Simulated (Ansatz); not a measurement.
Mulliken charges of `S[SiH](S)Cl` from PBE/def2-TZVPP in Ansatz (PBE0-D4/def2-TZVP geometry).

```csv
atom,x (Å),y (Å),z (Å),charge (e)
S1,-0.764,1.050,-1.542,-0.213
Si2,-0.061,0.011,0.165,0.433
S3,1.915,-0.548,-0.357,-0.217
Cl4,-1.162,-1.660,0.629,-0.203
H5,-1.674,1.746,-0.839,0.120
H6,-0.153,0.879,1.357,-0.044
H7,1.961,-1.546,0.542,0.124
```

Task: By hand: the dipole of these point charges (1 e Å = 4.8032 D).

Result: Σ q r = (0.006, 0.216, 0.256) e Å, of length 0.335 e Å = 1.61 D.

Task: How does the dipole of the full density compare? (Best estimate.)

Result: Computed: (-0.032, 0.117, 0.190) e Å, 1.08 D; the point charges give 1.49 times that, at 13° from its direction.

Point charges leave out the atoms' own dipoles, such as those of lone pairs, and Mulliken's split depends on the basis, so the two needn't agree.
